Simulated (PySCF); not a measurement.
Ga(Br)(OH)(NH2) (BrGaH₃NO), SMILES [NH2][Ga]([OH])[Br]. The structure is a stationary point at B3LYP-D3(BJ)/def2-SVP. The structure was generated by enumeration; whether it is a known compound was not checked. Other conformers were not sampled.

Give the equilibrium geometry at B3LYP-D3(BJ)/def2-SVP (PySCF confirms it by a frequency run) as Cartesian coordinates in Å. (The exact figures need the calculation; the answer reports its results.)

One answer among several that fit: 
```xyz
7

Ga    -0.7248     0.1343     0.2096
Br     1.4523    -0.2821    -0.4195
O     -1.3692    -0.5711     1.7148
H     -0.7298    -1.1104     2.1975
N     -1.7740     1.2136    -0.7791
H     -2.7620     1.3357    -0.5870
H     -1.4999     1.5605    -1.6905
```
Charge 0, spin multiplicity 1.
